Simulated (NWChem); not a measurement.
Molecule: C2H3FOSi; SMILES C#C[Si@H](O)F

```xyz
8

C     -0.0150    -2.5403     0.1685
C     -0.0211    -1.3414    -0.0392
Si    -0.0005     0.4558    -0.3776
O      1.3392     1.1568     0.2666
F     -1.3393     1.0664     0.2989
H     -0.0136    -3.6010     0.3517
H     -0.0195     0.7684    -1.8179
H      1.5977     0.8909     1.1542
```
Atoms are numbered in this order, from 1.

Computed with NWChem. Pople sets run with spherical d functions. Coordinates come from a PBE0/def2-SVP optimisation. Level PBE/6-31G*: energy and gradient on several grids; changes count from the extra-fine grid, which is no exact limit either.

Question: Which is the coarsest grid (xfine; medium; xcoarse; fine; coarse) from which on the energy stays within 500 μHa and each gradient component within 500 μHa/bohr of xfine?

Answer: coarse.
```tsv
grid	size of the energy change (μHa)	largest change of a gradient component (μHa/bohr)
xcoarse	10000	4000
coarse	60	200
medium	< 10	40
fine	< 10	< 30
xfine	< 10	< 30
```
